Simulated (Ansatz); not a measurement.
Relaxation of C₄H₁₃NO₂Si (21 atoms, charge 0, multiplicity 1), to a largest force component of 0.02 eV/Å in at most 40 steps.

The calculation used RHF/6-31G* in Ansatz 0.2.0.

```xyz
21
Properties=species:S:1:pos:R:3
Si 0.000 0.000 0.000
N 0.000 0.000 1.820
C -1.216 -0.376 2.555
H -1.864 -1.000 1.905
H -0.938 -0.953 3.461
H -1.766 0.540 2.855
C 1.216 0.376 2.555
H 1.464 -0.416 3.292
H 2.058 0.494 1.842
H 1.046 1.335 3.087
O 1.584 0.000 -0.559
C 2.350 -1.163 -0.836
H 1.719 -1.905 -1.367
H 3.218 -0.893 -1.473
H 2.714 -1.602 0.116
H -0.688 1.191 -0.486
O -0.791 -1.371 -0.559
C -1.536 -2.268 0.250
H -1.225 -2.158 1.310
H -2.619 -2.040 0.157
H -1.349 -3.311 -0.083
```

Problem. Where does it end, and by what steps?

Solution. The run converged. The force dipped under the threshold on the way, but the program's further checks kept it going. After 19 steps the energy has fallen by 1.239 eV; H21 moved furthest, 1.03 Å.

```json
{"step": "0", "energy less start (eV)": "0.0000", "largest force component (eV/Å)": "2.627", "accepted": "yes"}
{"step": "1", "energy less start (eV)": "-0.8056", "largest force component (eV/Å)": "0.756", "accepted": "yes"}
{"step": "2", "energy less start (eV)": "-1.0042", "largest force component (eV/Å)": "0.592", "accepted": "yes"}
{"step": "3", "energy less start (eV)": "-1.1201", "largest force component (eV/Å)": "0.529", "accepted": "yes"}
{"step": "4", "energy less start (eV)": "-1.1751", "largest force component (eV/Å)": "0.202", "accepted": "yes"}
{"step": "5", "energy less start (eV)": "-1.2001", "largest force component (eV/Å)": "0.438", "accepted": "yes"}
{"step": "6", "energy less start (eV)": "-1.2175", "largest force component (eV/Å)": "0.145", "accepted": "yes"}
{"step": "7", "energy less start (eV)": "-1.2269", "largest force component (eV/Å)": "0.104", "accepted": "yes"}
{"step": "8", "energy less start (eV)": "-1.2252", "largest force component (eV/Å)": "0.329", "accepted": "no"}
{"step": "9", "energy less start (eV)": "-1.2205", "largest force component (eV/Å)": "0.510", "accepted": "no"}
{"step": "10", "energy less start (eV)": "-1.2299", "largest force component (eV/Å)": "0.017", "accepted": "yes"}
{"step": "11", "energy less start (eV)": "-1.2327", "largest force component (eV/Å)": "0.051", "accepted": "yes"}
{"step": "12", "energy less start (eV)": "-1.2337", "largest force component (eV/Å)": "0.101", "accepted": "yes"}
{"step": "13", "energy less start (eV)": "-1.2349", "largest force component (eV/Å)": "0.078", "accepted": "yes"}
{"step": "14", "energy less start (eV)": "-1.2365", "largest force component (eV/Å)": "0.056", "accepted": "yes"}
{"step": "15", "energy less start (eV)": "-1.2373", "largest force component (eV/Å)": "0.075", "accepted": "yes"}
{"step": "16", "energy less start (eV)": "-1.2377", "largest force component (eV/Å)": "0.063", "accepted": "yes"}
{"step": "17", "energy less start (eV)": "-1.2383", "largest force component (eV/Å)": "0.030", "accepted": "yes"}
{"step": "18", "energy less start (eV)": "-1.2385", "largest force component (eV/Å)": "0.017", "accepted": "yes"}
{"step": "19", "energy less start (eV)": "-1.2385", "largest force component (eV/Å)": "0.015", "accepted": "yes"}
```

```xyz
21
Properties=species:S:1:pos:R:3
Si -0.188 0.038 0.084
N 0.053 -0.035 1.785
C -1.047 -0.204 2.712
H -1.920 -0.592 2.204
H -0.780 -0.904 3.501
H -1.326 0.736 3.186
C 1.239 0.508 2.416
H 1.601 -0.162 3.194
H 2.033 0.639 1.693
H 1.044 1.475 2.879
O 1.247 -0.236 -0.649
C 2.083 -1.354 -0.545
H 1.789 -2.115 -1.260
H 3.096 -1.047 -0.768
H 2.062 -1.784 0.451
H -0.647 1.325 -0.441
O -1.358 -1.031 -0.314
C -1.386 -2.415 -0.109
H -0.880 -2.699 0.808
H -2.419 -2.732 -0.046
H -0.918 -2.930 -0.941
```

Whether the end is a true minimum wasn't checked by a vibrational analysis.

Run time: 53 s on 4 threads of Arm Neoverse V2, with other jobs on the host, peak memory 0.47 GiB.
